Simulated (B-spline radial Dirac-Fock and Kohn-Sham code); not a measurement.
ΔSCF core binding energies without Breit or QED terms, calculated with a radial B-spline solver.

A sound run for the Ru⁺ ion in the configuration [Kr] 4d7: The ground state converged in 11 iterations, with total energy -4529.05095 Ha, virial ratio 1.96080 and highest orbital energy -17.66 eV. ΔSCF binding energies: K (1s) 22197.0 eV, L3 (2p3/2) 2859.9 eV, M5 (3d5/2) 296.0 eV.

A second run, with one unsound setting: The ground state converged in 11 iterations, with total energy -2796.62285 Ha, virial ratio 2.48134 and highest orbital energy -28.11 eV. ΔSCF binding energies: K (1s) 5873.3 eV, L3 (2p3/2) 2316.8 eV, M5 (3d5/2) 384.8 eV.

```
iter   energy (Ha)        error
   1    -2760.22533099  4.16e+00
   2    -2782.93431659  1.07e+00
   3    -2795.69100121  2.06e-01
   4    -2796.57665871  5.71e-02
   5    -2796.60690496  2.62e-02
   6    -2796.62272489  3.82e-03
   7    -2796.62283695  6.91e-04
   8    -2796.62284543  6.75e-05
   9    -2796.62284556  1.99e-05
  11    -2796.62284556  6.27e-08
```

Task: Which fault fits the second run best?
A. too few iterations
B. speed of light below Z
C. damping too heavy
D. nuclear radius in wrong units

Result: D. The input had radius_factor = 1000.0: radius_factor inflates the nucleus far beyond its size, which weakens the binding of the inner electrons.
